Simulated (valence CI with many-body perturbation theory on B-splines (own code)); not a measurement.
La XXXV: E2, M1 decay

Level of theory: relativistic CI+MBPT: five valence electrons over a frozen Dirac-Fock core [Ar], a basis of 7 s, 7 p, 8 d, 6 f, 4 g, 1 h functions for each j, with the one-electron correlation potential Σ1, the two-electron term Σ2, the three-electron term Σ3, Breit, model QED; selected CI, second order for the rest (own B-spline code, finite nucleus).

No measured spectrum was set against this ion. As an estimate, large intervals hold to a few tenths of a per cent, small ones and those within an open d or f shell to about a per cent. Only levels of the ground parity were solved; by the run's estimate the other parity begins above the list, which can be wrong where configurations are misplaced.

Lines 1 to 50 of 120 in falling wavelength, among levels below 790900 cm⁻¹, chosen from the decays that carry over 1 % of a level's rate. Wavelengths and rates use the calculated energies. Electric multipoles are in the length gauge, E1 and E2 with the static RPA response of the core. Weak lines are less certain than strong ones. Lines between different terms over intervals too small for the method are left out, as are lines whose strength nearly cancels. Branching is blank where the lifetime is uncertain.

Levels are named by their leading jj configuration (3d3/2^4 stands for four electrons in 3d with j = 3/2), which in mixed levels can hold well under half, so a name can repeat and another be missing. Letters in brackets count levels of one name in rising energy.

```tsv
λ vac (Å)	Upper	Lower	Type	A (s⁻¹)	Branch %
10640	(3d3/2^3 3d5/2^2) J=11/2	(3d3/2^3 3d5/2^2) J=7/2 [a]	E2	6.32e-08	
4695	(3d3/2^3 3d5/2^2) J=9/2	(3d3/2^3 3d5/2^2) J=11/2	M1	1.39e+02	23.2
3449	(3d3/2^2 3d5/2^3) J=13/2	(3d3/2^2 3d5/2^3) J=11/2	M1	1.72e+02	1.9
3258	(3d3/2^3 3d5/2^2) J=9/2	(3d3/2^3 3d5/2^2) J=7/2 [a]	M1	4.60e+02	76.6
3063	(3d3/2^3 3d5/2^2) J=5/2 [b]	(3d3/2^3 3d5/2^2) J=3/2 [a]	M1	4.14e+02	1.5
2517	(3d3/2^3 3d5/2^2) J=7/2 [b]	(3d3/2^3 3d5/2^2) J=5/2 [b]	M1	6.72e+02	9.3
2367	(3d3/2^3 3d5/2^2) J=1/2	(3d3/2^3 3d5/2^2) J=3/2 [a]	M1	2.64e+03	99.9
2282	(3d3/2^2 3d5/2^3) J=7/2 [b]	(3d3/2^2 3d5/2^3) J=5/2 [b]	M1	3.90e+02	1.3
1813	(3d3/2^2 3d5/2^3) J=5/2 [b]	(3d3/2^3 3d5/2^2) J=3/2 [b]	M1	1.34e+03	1.5
1481	(3d3/2^3 3d5/2^2) J=7/2 [a]	(3d3/2^3 3d5/2^2) J=5/2 [a]	M1	4.50e+03	17.5
1449	(3d3/2^2 3d5/2^3) J=3/2 [a]	(3d3/2^2 3d5/2^3) J=5/2 [a]	M1	3.61e+03	2.2
1362	(3d3/2^3 3d5/2^2) J=3/2 [a]	(3d3/2^3 3d5/2^2) J=5/2 [a]	M1	1.22e+03	1.4
1322	(3d3/2^2 3d5/2^3) J=7/2 [b]	(3d3/2^2 3d5/2^3) J=9/2 [a]	M1	6.06e+02	2.1
1277	(3d3/2^3 3d5/2^2) J=7/2 [b]	(3d3/2^3 3d5/2^2) J=7/2 [a]	M1	2.09e+03	29.0
1276	(3d3/2^2 3d5/2^3) J=9/2 [a]	(3d3/2^3 3d5/2^2) J=7/2 [b]	M1	3.94e+03	9.2
1192	(3d3/2^2 3d5/2^3) J=9/2 [c]	(3d3/2^2 3d5/2^3) J=7/2 [b]	M1	1.25e+03	2.4
1182	(3d3/2^2 3d5/2^3) J=3/2 [b]	(3d3/2^2 3d5/2^3) J=3/2 [a]	M1	2.49e+03	5.7
1174	(3d3/2^3 3d5/2^2) J=3/2 [b]	(3d3/2^3 3d5/2^2) J=1/2	M1	1.09e+03	4.9
1055	(3d3/2^3 3d5/2^2) J=3/2 [b]	(3d3/2^3 3d5/2^2) J=5/2 [b]	M1	2.76e+03	12.4
1042	(3d3/2^2 3d5/2^3) J=7/2 [b]	(3d3/2^2 3d5/2^3) J=7/2 [a]	M1	3.14e+03	10.7
1023	(3d3/2^2 3d5/2^3) J=9/2 [c]	(3d3/2^2 3d5/2^3) J=9/2 [b]	M1	1.02e+04	19.9
1022	(3d3/2^2 3d5/2^3) J=7/2 [a]	(3d3/2^3 3d5/2^2) J=5/2 [b]	M1	9.56e+03	15.8
1003	(3d3/2 3d5/2^4) J=7/2 [a]	(3d3/2^2 3d5/2^3) J=5/2 [c]	M1	6.49e+03	3.6
970.8	(3d3/2^2 3d5/2^3) J=5/2 [c]	(3d3/2^2 3d5/2^3) J=7/2 [a]	M1	3.67e+03	3.2
952.1	(3d3/2^2 3d5/2^3) J=5/2 [a]	(3d3/2^3 3d5/2^2) J=7/2 [a]	M1	1.26e+04	9.9
949.6	(3d3/2^2 3d5/2^3) J=1/2 [b]	(3d3/2^2 3d5/2^3) J=3/2 [a]	M1	6.65e+03	5.8
946.3	(3d3/2^2 3d5/2^3) J=7/2 [a]	(3d3/2^3 3d5/2^2) J=9/2	M1	1.68e+04	27.7
942.9	(3d3/2^2 3d5/2^3) J=5/2 [c]	(3d3/2^3 3d5/2^2) J=3/2 [b]	M1	1.24e+04	10.8
942.8	(3d3/2^3 3d5/2^2) J=5/2 [b]	(3d3/2^3 3d5/2^2) J=5/2 [a]	M1	2.72e+04	96.8
907.5	(3d3/2^2 3d5/2^3) J=5/2 [b]	(3d3/2^3 3d5/2^2) J=7/2 [b]	M1	6.94e+03	7.9
907.1	(3d3/2^3 3d5/2^2) J=5/2 [a]	(3d3/2^4 3d5/2) J=5/2	M1	4.60e+04	100.0
894.1	(3d3/2^2 3d5/2^3) J=11/2	(3d3/2^3 3d5/2^2) J=9/2	M1	6.38e+03	
859.4	(3d3/2^2 3d5/2^3) J=1/2 [a]	(3d3/2^3 3d5/2^2) J=1/2	M1	3.54e+04	44.2
842.4	(3d3/2 3d5/2^4) J=5/2 [a]	(3d3/2^2 3d5/2^3) J=3/2 [a]	M1	1.36e+04	5.2
829.0	(3d3/2 3d5/2^4) J=7/2 [a]	(3d3/2^2 3d5/2^3) J=9/2 [b]	M1	9.76e+03	5.5
797.8	(3d3/2^2 3d5/2^3) J=3/2 [b]	(3d3/2^3 3d5/2^2) J=3/2 [b]	M1	8.22e+02	1.9
796.7	(3d3/2 3d5/2^4) J=3/2 [a]	(3d3/2^2 3d5/2^3) J=5/2 [c]	M1	7.09e+03	3.0
794.4	(3d3/2^2 3d5/2^3) J=3/2 [a]	(3d3/2^3 3d5/2^2) J=1/2	M1	4.47e+03	2.8
784.9	(3d3/2^3 3d5/2^2) J=3/2 [b]	(3d3/2^3 3d5/2^2) J=3/2 [a]	M1	4.70e+03	21.2
755.9	(3d3/2 3d5/2^4) J=11/2	(3d3/2^2 3d5/2^3) J=9/2 [b]	M1	9.24e+03	5.8
751.1	(3d3/2^2 3d5/2^3) J=11/2	(3d3/2^3 3d5/2^2) J=11/2	M1	3.89e+04	
744.4	(3d3/2^2 3d5/2^3) J=5/2 [c]	(3d3/2^2 3d5/2^3) J=5/2 [a]	M1	4.94e+03	4.3
738.1	(3d3/2^2 3d5/2^3) J=3/2 [a]	(3d3/2^3 3d5/2^2) J=5/2 [b]	M1	1.40e+04	8.7
733.3	(3d3/2^2 3d5/2^3) J=7/2 [a]	(3d3/2^3 3d5/2^2) J=7/2 [a]	M1	2.03e+04	33.5
713.5	(3d3/2^2 3d5/2^3) J=9/2 [b]	(3d3/2^3 3d5/2^2) J=7/2 [b]	M1	8.43e+03	7.2
678.9	(3d3/2^2 3d5/2^3) J=9/2 [a]	(3d3/2^3 3d5/2^2) J=11/2	M1	1.61e+04	37.3
667.0	(3d3/2^2 3d5/2^3) J=5/2 [b]	(3d3/2^3 3d5/2^2) J=5/2 [b]	M1	4.56e+04	52.1
664.1	(3d3/2 3d5/2^4) J=7/2 [a]	(3d3/2^2 3d5/2^3) J=5/2 [b]	M1	2.76e+04	15.4
650.9	(3d3/2^2 3d5/2^3) J=3/2 [b]	(3d3/2^2 3d5/2^3) J=5/2 [a]	M1	8.77e+03	20.0
649.3	(3d3/2^2 3d5/2^3) J=7/2 [b]	(3d3/2^3 3d5/2^2) J=7/2 [b]	M1	6.48e+03	22.0
```
